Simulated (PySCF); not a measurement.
**Mn²⁺: ionisation energy**

Mn²⁺ [Ar] 3d5 (6S) → Mn³⁺ [Ar] 3d4 (5D), as a difference of total energies. Calculation: PySCF 2.14, in x2c-QZVPPall (11s7p5d4f2g, 103 functions); scalar relativity by spin-free X2C-1e. Correlated levels: valence: [Ar] frozen; valence and next inner shell: [Ne] frozen. The calculations carry no spin-orbit coupling.

```tsv
method	ionisation energy (eV)
UHF	32.362
LDA	34.478
PBE	34.081
PBE0	33.896
r2SCAN	33.912
r2SCANh	33.865
wB97X	33.465
M06-2X	33.474
B3LYP	33.907
MP2 (valence)	33.221
SCS-MP2 (valence)	32.648
MP2 (valence and next inner shell)	33.819
SCS-MP2 (valence and next inner shell)	33.278
```

Problem. How much does correlation contribute at MP2 (valence and next inner shell)?

Solution. 33.819 − (32.362) = 1.457 eV, measured against UHF.

A first-order spin-orbit estimate (lowest level to lowest level, LS coupling) adds -0.078 eV.

Errors of the correlated levels include the incompleteness of this basis and the frozen core.

For comparison: 33.668 ± 0.012 eV (measured; NIST Atomic Spectra Database, ionization energies).
